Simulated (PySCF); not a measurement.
C4H11NSi, SMILES [SiH3]C1(CC1)NC.

The structure is a stationary point at B3LYP-D3(BJ)/def2-SVP. The structure was generated by enumeration, and PubChem lists no compound with its InChIKey, so it may never have been made. Other conformers were not sampled.

Method: TDA-PBE/def2-SVPD run with PySCF.

Vertical excitations. Isolated molecule, no solvent.

Computed excitation energies, oscillator strengths and character:
| state | energy (eV) | λ (nm) | f | main pairs |
|---|---|---|---|---|
| S1 | 4.83 | 257 | 0.001 | HOMO→LUMO 99 % |
| S2 | 5.41 | 229 | 0.076 | HOMO→LUMO+1 92 % |
| S3 | 5.44 | 228 | 0.003 | HOMO→LUMO+2 98 % |
| S4 | 5.54 | 224 | 0.015 | HOMO→LUMO+3 89 % |
| S5 | 5.88 | 211 | 0.043 | HOMO→LUMO+4 82 % |
| S6 | 5.94 | 209 | 0.004 | HOMO→LUMO+5 81 % |
| T1 | 4.67 | 265 | 0 | HOMO→LUMO 99 % |
| T2 | 5.23 | 237 | 0 | HOMO→LUMO+1 97 % |
Triplets are in the Tamm–Dancoff approximation.
